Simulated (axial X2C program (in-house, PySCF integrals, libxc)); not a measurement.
# Nuclear properties of YF

Computed with an axial X2C code built on PySCF integrals: two-component X2C with atomic mean-field Coulomb and Gaunt terms, Gaussian nuclei, basis Y dyall-cv3z, F dyall-av3z with contracted cores.

R = 1.919 Å (near the PBE0 minimum at charge 0 of the determinant lowest at the starting distance; the state shown can have its own minimum elsewhere).

Determinant lowest in the PBE0 search, Ω = 0 (closed shell), highest spinor 73% Y s, 10% Y d, 6% F p:

```tsv
level	qzz Y (a.u.)	qzz F (a.u.)	μ (D)
PBE0	-2.45	0.02	-1.75
HF	-3.04	-0.07	-1.56
PBE50	-2.65	0.02	-1.75
BP86	-2.28	0.00	-1.71
LDA	-2.22	-0.01	-1.84
```

Determinant 0.67 eV from it at PBE0 and this distance, Ω = 1 (⟨Sz⟩ = -1.00, ⟨Lz⟩ = 2.00 at PBE0), spin on the atoms Y -1.00, F 0.00:

| level | Eeff magnitude (GV/cm) | Ws magnitude Y (kHz) | A∥/gI Y (MHz) | qzz Y (a.u.) | A∥/gI F (MHz) | qzz F (a.u.) | μ (D) |
| --- | --- | --- | --- | --- | --- | --- | --- |
| PBE0 | 2.18 | 0.997 | -1100 | -1.21 | -8.09 | -0.04 | -2.98 |
| HF | 2.65 | 1.21 | -878 | -1.75 | -5.43 | -0.15 | -2.62 |
| PBE50 | 2.37 | 1.08 | -1070 | -1.37 | -7.51 | -0.05 | -2.97 |
| BP86 | 2.06 | 0.942 | -1170 | -1.05 | -10.2 | -0.04 | -2.89 |
| LDA | 2.1 | 0.956 | -1240 | -1.03 | -12 | -0.05 | -2.90 |

Eeff is the effective electric field on the electron electric dipole moment in this Ω state and Ws the scalar–pseudoscalar constant of the nucleus named (defined with the proton number Z and per Ω); A∥ (defined per Ω) follows by multiplying with gI = μI/(I μN); qzz is the electric field gradient, eQq0 = 234.96 MHz × Q/barn × qzz; μ is positive if the F end (last atom) is positive. The operators were transformed with the bare-nucleus X2C matrices; with these basis sets, hyperfine constants and field gradients can be off by tens of per cent, and where levels differ in sign neither size nor sign is settled.

Each state is one determinant with collinear spin, which with several unpaired electrons need not be a pure state. Unrestricted Hartree–Fock can overshoot spin polarisation at the nuclei. With several open shells hyperfine constants can be off by a factor of several. Open-shell Ω = 0 determinants with evenly filled partner blocks cannot be reached by this program, so the Ω shown need not be the lowest component. The search compared states at one distance, so a state with another bond length can lie lower. Further determinants of the search, some of them spin-mixed, are not shown. Where a field gradient or hyperfine factor spreads by more than a factor of two over the levels, a constant derived from it is not to be relied on. PBE0 term energies can be off by some tenths of an eV.
